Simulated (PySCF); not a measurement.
Compound: C7H10OSSi.
SMILES with atom numbers: `[CH3:1][O:2][c:3]1[cH:4][cH:5][c:6]([S:7][SiH3:8])[cH:9][cH:10]1`

Cartesian coordinates in Å at the GFN2-xTB level; atoms count from 1:
```xyz
20
C7H10OSSi angstrom
C     -3.607    0.269    0.499
O     -2.684   -0.766    0.261
C     -1.415   -0.436   -0.103
C     -0.929    0.863   -0.210
C      0.384    1.078   -0.595
C      1.218    0.011   -0.872
S      2.897    0.305   -1.399
Si     3.839    0.199    0.522
C      0.739   -1.288   -0.766
C     -0.565   -1.509   -0.382
H     -4.551   -0.224    0.725
H     -3.734    0.905   -0.383
H     -3.309    0.886    1.353
H     -1.558    1.713    0.000
H      0.761    2.086   -0.684
H      3.580   -1.121    1.084
H      5.238    0.431    0.214
H      3.258    1.236    1.368
H      1.392   -2.118   -0.991
H     -0.958   -2.509   -0.295
```

Probes without a nucleus sit at each ring's centroid and 1 Å off its mean plane on both sides; NICS is minus the shielding there, NICSzz its component along the normal. Level: GIAO PBE0/pcSseg-1 (PySCF, non-relativistic, gas phase) on the GFN2-xTB geometry, one conformer.

Ring bond lengths (Å), with Mayer bond orders in brackets: C3–C4 1.391 (1.36), C4–C5 1.385 (1.44), C5–C6 1.383 (1.38), C6–C9 1.388 (1.34), C9–C10 1.378 (1.48), C10–C3 1.397 (1.37).

Task: Give the NICS values of each ring in ppm.

Result: 
| ring | type | NICS(0) | NICS(1), two faces | NICS(1)zz, two faces | rms pucker (Å) | centre to ring atoms, mean (Å) |
| --- | --- | --- | --- | --- | --- | --- |
| C3–C4–C5–C6–C9–C10 | 6-membered carbocycle; formal bonds all aromatic | -9.4 | -10.8 / -10.9 | -25.8 / -26.3 | 0.00 | 1.39 |

Task: What can be read from them?

Result: 
- C3–C4–C5–C6–C9–C10: mean NICS(1)zz -26.1 ppm, shielded. The ring is flat and has no four-coordinate atom; by the NICS criterion it is aromatic.

Task: How equal are the bonds by HOMA? HOMA = 1 − mean of α(R − Ropt)² over the ring bonds, with Krygowski's 1993 parameters (CC: Ropt 1.388 Å, α 257.7 Å⁻²).

Result: 
- C3–C4–C5–C6–C9–C10: HOMA 0.99 = 1 − EN − GEO, with mean bond length 1.387 Å, EN = α(Ropt − mean)² = 0.000 and GEO = α × variance = 0.010. The geometric and the magnetic index point the same way.

Task: At the second NICS(1) probe listed for ring C3–C4–C5–C6–C9–C10, 1 Å off the ring, what do the in-plane components average?

Result: The isotropic value is a third of the trace: (3 × -10.9 − (-26.3))/2 = -3.2 ppm.

Task: Give the inner angles of the rings and the Hirshfeld charges of the ring atoms.

Result: 
- C3–C4–C5–C6–C9–C10: C3 119.3° (+0.077 e), C4 119.9° (-0.076 e), C5 120.5° (-0.052 e), C6 120.0° (-0.027 e), C9 119.8° (-0.050 e), C10 120.6° (-0.066 e); sum 720.0° against 720° for a flat convex ring.

Task: What are the shieldings of the ring atoms and their hydrogens in the same run (means over atoms taken as equivalent)?

Result: 
```json
{"atoms": "C3", "environment": "aromatic carbon bearing oxygen", "σ isotropic (ppm)": "19.9"}
{"atoms": "C4 (×2)", "environment": "aromatic CH carbon", "σ isotropic (ppm)": "67.7"}
{"atoms": "C5 (×2)", "environment": "aromatic CH carbon", "σ isotropic (ppm)": "44.3"}
{"atoms": "C6", "environment": "substituted aromatic carbon", "σ isotropic (ppm)": "57.6"}
{"atoms": "H14 (×2)", "environment": "aromatic hydrogen", "σ isotropic (ppm)": "24.72"}
{"atoms": "H15 (×2)", "environment": "aromatic hydrogen", "σ isotropic (ppm)": "23.83"}
```
